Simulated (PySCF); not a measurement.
# Highest orbital energy against ionisation energy along the 5p block

Calculated with PySCF 2.14, no spin-orbit coupling. Each cell gives −ε(HOMO) / ΔSCF in eV; NIST values include spin-orbit coupling, (s) semi-empirical, (t) theoretical.

```csv
species,UHF,LDA,PBE,PBE0,r2SCAN,NIST (lowest levels)
"In (aug-cc-pwCVTZ-PP with ECP28MDF, ECP)",5.488 / 5.219,2.858 / 5.719,2.829 / 5.595,3.598 / 5.625,3.058 / 5.722,5.786
"Sn (aug-cc-pwCVTZ-PP with ECP28MDF, ECP)",7.269 / 6.848,4.170 / 7.414,4.120 / 7.265,5.034 / 7.309,4.406 / 7.410,7.344
"Sb (aug-cc-pwCVTZ-PP with ECP28MDF, ECP)",9.097 / 8.571,5.522 / 9.117,5.466 / 8.963,6.522 / 9.037,5.829 / 9.164,8.608
"Te (aug-cc-pwCVTZ-PP with ECP28MDF, ECP)",8.507 / 7.739,5.407 / 9.005,5.277 / 8.738,6.294 / 8.736,5.511 / 8.752,9.010
"I (aug-cc-pwCVTZ-PP with ECP28MDF, ECP)",10.417 / 9.538,6.869 / 10.789,6.723 / 10.502,7.871 / 10.525,7.000 / 10.531,10.451
"Xe (aug-cc-pwCVTZ-PP with ECP28MDF, ECP)",12.417 / 11.444,8.375 / 12.605,8.229 / 12.319,9.516 / 12.380,8.585 / 12.415,12.130
```

Question: How far is −ε(HOMO) from ΔSCF on average for each method, and why?

Answer: UHF 0.64 eV; LDA -3.57 eV; PBE -3.46 eV; PBE0 -2.46 eV; r2SCAN -3.27 eV. Hartree-Fock orbital energies lack relaxation and so exceed the ΔSCF value; semilocal functionals have convex E(N) from self-interaction, so their HOMO lies far too high; exact exchange moves hybrids part of the way back.
